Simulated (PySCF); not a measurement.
## Vertical excitation energies

C2H8O2Si3.
Atom-mapped SMILES: `[CH:1]#[C:2][SiH2:3][Si:4]([OH:5])([OH:6])[SiH3:7]` (hydrogens: H8 on C1; H9, H10 on Si3; H11 on O5; H12 on O6; H13, H14, H15 on Si7)

Theory: TDDFT PBE0/def2-SVPD, vertical, gas phase, core orbitals frozen in the response in PySCF 2.14.0, density-fitted response routines. One conformer (not necessarily the lowest) at the GFN2-xTB geometry, without solvent, vibrations or thermal averaging. Torsions of this conformer, `[CH:1]#[C:2][SiH2:3][Si:4]([OH:5])([OH:6])[SiH3:7]`: C2–Si3–Si4–O5 178°, H–O5–Si4–Si3 -139°, H–O6–Si4–Si3 -67°.

```csv
state,E (eV),ν̃ (cm⁻¹),f,|μ| (D),"main configurations (H = HOMO, L = LUMO)"
S1,5.27,42540,0.084,2.05,H→L (95%)
S2,5.41,43610,0.0053,0.51,H→L+1 (95%)
S3,6.06,48840,0.010,0.67,"H-2→L (22%), H-1→L+1 (18%), H→L+4 (13%)"
S4,6.18,49870,0.044,1.37,"H-1→L (39%), H→L+3 (15%), H→L+2 (13%)"
S5,6.25,50420,0.0024,0.32,"H-1→L+1 (37%), H-2→L (12%), H-1→L (11%)"
S6,6.44,51920,0.114,2.16,"H→L+2 (70%), H-1→L (12%)"
S7,6.55,52800,0.018,0.86,"H→L+3 (45%), H-1→L (18%), H-2→L (11%)"
S8,6.58,53030,0.030,1.11,"H-2→L (37%), H→L+4 (24%), H-2→L+1 (10%)"
```

Triplets, Tamm–Dancoff:

```tsv
state	E (eV)	λ (nm)	main configurations (H = HOMO, L = LUMO)
T1	4.56	271.9	H→L (94%)
T2	4.77	259.9	H→L+1 (78%)
T3	5.04	246.2	H→L+1 (15%), H-1→L+4 (14%), H-1→L+3 (13%)
```

The lowest singlet comes at 235 nm (509 kJ/mol) in the ultraviolet; it is of moderate strength; its leading configuration is HOMO→LUMO (95%). The strongest level in the table is S6 at 6.44 eV (193 nm, f = 0.114). Löwdin shares by element: HOMO silicon 50%, oxygen 11% or more (atoms not listed hold the other 39%); LUMO silicon 64%, hydrogen 8% or more (atoms not listed hold the other 28%). The listed states span 1.30 eV, and the widest gap between neighbours is 0.65 eV (S2 to S3). Weighted by f, the mean energy of these states is 6.07 eV. Of the 8 states listed, 6 reach f = 0.01 and none stays under 0.0005. The window holds the lowest 8 singlets.
